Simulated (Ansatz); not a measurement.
C2H7NO, SMILES `COCN` (charge 0, multiplicity 1).

Level of theory: CAM-B3LYP/cc-pVTZ // PBE0-D3(BJ)/def2-TZVP in Ansatz (a first-principles code).

Ansatz 0.2 input:
```yaml
crystal:
  periodic: [false, false, false]
  atoms:
    - { symbol: C, position_ang: [1.345879, 0.51432, 0.009043] }
    - { symbol: O, position_ang: [0.480435, -0.27662, 0.773975] }
    - { symbol: C, position_ang: [-0.580767, -0.839273, 0.026233] }
    - { symbol: N, position_ang: [-1.586685, 0.058657, -0.442792] }
    - { symbol: H, position_ang: [2.173009, 0.814008, 0.652865] }
    - { symbol: H, position_ang: [0.85874, 1.423159, -0.369248] }
    - { symbol: H, position_ang: [1.750164, -0.045155, -0.847404] }
    - { symbol: H, position_ang: [-0.169948, -1.375749, -0.840172] }
    - { symbol: H, position_ang: [-1.038821, -1.563217, 0.701897] }
    - { symbol: H, position_ang: [-1.250062, 0.686757, -1.159083] }
    - { symbol: H, position_ang: [-1.981946, 0.60311, 0.312649] }
basis:
  gaussian: { orbitals: cc-pVTZ }
hamiltonian:
  xc: cam_b3lyp
```

Output:

```
Functional definition: CAM-B3LYP
1090 factors; their error is unknown
288 factors; integrals over basis functions are off by at most 1.0e-5 eV
mean field evaluation 1: about -5718.5516 eV, gradient 5.6e1 eV
mean field evaluation 2: about -5718.4404 eV, gradient 5.7e1 eV
mean field evaluation 4: about -5724.4176 eV, gradient 2.4e0 eV
mean field evaluation 8: about -5724.4301 eV, gradient 3.3e-2 eV
mean field evaluation 16: about -5724.4108 eV, gradient 3.0e-5 eV
mean field -5724.41084923 eV, -210.3682185643 hartree, gradient 3.0e-5 eV, S^2 0.000000; 0 other end points of the search recorded, 0 dependent functions left out
reference -5724.41096782 eV, -210.3682229222 hartree; 17, 17 occupied and 201, 201 virtual orbitals, 1090 factors
Total energy: -5724.41096782 eV, -210.3682229222 hartree
```
